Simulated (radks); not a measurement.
Fractional charge and spin in the 5d shell of iridium: the spin-up occupation runs from 3 to 4 and the spin-down occupation from 2 to 3; the fullest corner is Ir, [Xe] 4f14 6s2 5d(up 4, down 3). Calculated with a radial shooting solver on a logarithmic mesh with Libxc functionals: scalar-relativistic Kohn-Sham, BLYP, spin-polarised, spherical densities, finite nucleus; Fermi nuclear charge, rms radius of each element as measured or else 0.836 A^(1/3) + 0.57 fm. Energy (eV) minus the two flat planes that join the four corners (they meet along the diagonal where the two added fractions sum to one electron); zero is where a piecewise linear energy would lie.

down \ up,3,3.5,4
2,0.000,-1.452,0.000
2.5,-1.437,0.154,-1.248
3,0.000,-1.262,0.000

Corners above the fullest one (they belong to Ir+ and the next ion): (up 4, down 2) 11.556 eV, (up 3, down 3) 12.174 eV, (up 3, down 2) 35.168 eV. With half an added electron in each spin the energy lies 0.154 eV from the planes, and with half an added electron in spin up alone -1.452 eV. The planes are only a guide here: the flat-plane condition holds for ground states with one frontier orbital, while this shell lies below other occupied shells, so the corners above the fullest one are inner-hole states and not the ground states of those ions.
